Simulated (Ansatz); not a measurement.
BeCl2(NH3)2 (BeN₂Cl₂H₆). Total charge 0; singlet. Geometry PBE0-D4/def2-SVP, basis def2-TZVP, Ansatz.

```xyz
11

Be   -0.395    0.372    0.391
Cl   -2.319   -0.048    0.404
Cl    0.458    1.805    1.439
N     0.000    0.738   -1.321
H    -0.271    0.023   -1.996
H     0.970    1.008   -1.484
H    -0.574    1.560   -1.516
N     0.426   -1.140    0.899
H     1.443   -1.137    0.822
H     0.055   -1.987    0.467
H     0.207   -1.194    1.895
```

```tsv
run	HOMO (eV)	LUMO (eV)
A	-6.16	-0.57
B	-5.82	-1.27
C	-8.53	0.09
D	-10.40	1.56
E	-9.45	0.57
F	-6.78	-0.89
```

HSE06 is defined as in plane-wave codes, on full-range PBE exchange.

Task: The runs used CAM-B3LYP, HF, HSE06, PBE, r2SCAN, ωB97M-V. Estimate which is which.

Result: A r2SCAN (0 % exact exchange); B PBE (0 % exact exchange); C CAM-B3LYP (range-separated); D HF (100 % exact exchange); E ωB97M-V (range-separated); F HSE06 (range-separated). Exact exchange lowers occupied and raises empty levels; among semilocal functionals meta-GGAs tend to open the gap a little, and such runs are hard to tell apart. The gap grows from 4.55 eV (PBE) to 11.96 eV (HF).
